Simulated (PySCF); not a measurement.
How methods differ on the ionisation energy of Rb

Rb [Kr] 5s1 (2S) → Rb⁺ [Kr] (1S), as a difference of total energies. All numbers are calculated (PySCF 2.14, the spin-free X2C one-electron Hamiltonian (Gaussian nucleus), in Sapporo-DKH3-DZP-2012 (7s6p2d, 35 functions)). The calculations carry no spin-orbit coupling.

```json
{"method": "UHF", "ionisation energy (eV)": "3.803", "error (eV)": "-0.374"}
{"method": "PBE", "ionisation energy (eV)": "4.283", "error (eV)": "+0.106"}
{"method": "LDA", "ionisation energy (eV)": "4.401", "error (eV)": "+0.224"}
```

Reference: 4.177 eV (measured; NIST Atomic Spectra Database, ionization energies).
